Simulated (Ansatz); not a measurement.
`N[Si](Cl)(Cl)Cl` + CH₃NH₂ → `CN[Si](Cl)(Cl)Cl` + NH₃ at 400 K and 1 bar (ligand exchange at the Si–N bond).

Computed with Ansatz on PBE0-D4/def2-TZVP structures; ΔE is electronic, products minus reactants. CCSD(T)/CBS is the MP2 limit (def2-TZVPP, def2-QZVPP) plus CCSD(T) − MP2 in def2-TZVPP, frozen cores. This one scheme is used for every species. Each species was taken in one conformer, which may not be the lowest.

```tsv
species	CCSD(T)/CBS energy (Eh)	H − E (kJ/mol)	S (J/(mol·K))
`N[Si](Cl)(Cl)Cl`	-1724.51858	115.8	391.9
CH₃NH₂	-95.75281	185.4	256.0
`CN[Si](Cl)(Cl)Cl`	-1763.76586	197.3	433.9
NH₃	-56.50880	104.2	203.1
```

H − E and S are ideal-gas, rigid-rotor, harmonic terms from PBE0-D4/def2-TZVP, for one conformer and one mirror image of each species. 1 Eh = 2625.50 kJ/mol, R = 8.31446 J/(mol·K).

Task: By hand: ΔE, ΔH, ΔS and ΔG.

Result: ΔE = (-1763.76586) + (-56.50880) − (-1724.51858) − (-95.75281) = -0.00327 Eh = -8.6 kJ/mol. Δ(H − E) = 197.3 + 104.2 − 115.8 − 185.4 = 0.3, so ΔH = -8.3 kJ/mol. ΔS = 433.9 + 203.1 − 391.9 − 256.0 = -10.9 J/(mol·K). ΔG = -8.3 − 400 × (-10.9)/1000 = -3.9 kJ/mol.

Task: By hand: the equilibrium constant, and the temperature at which ΔG would vanish if ΔH and ΔS stayed fixed.

Result: log₁₀ K = −ΔG/(RT ln 10) = 0.5. ΔG = 0 at ΔH/ΔS = 761 K, though so small a ΔH makes that figure unsure.

TΔS isn't small against ΔH here. The sign of ΔG lies within the doubt. A doubt of 5 kJ/mol in ΔE shifts log₁₀ K by 0.7 here. Other conformers and mirror images would add mixing entropy, several J/(mol·K) or more a flexible species. Modes under 60 cm⁻¹, often nearly free rotors, make the harmonic entropy too high. These are equilibria of isolated gas molecules and say nothing of rates. Largest T1 diagnostic: 0.009 (customary marks: 0.02 for closed shells, 0.045 for open ones).
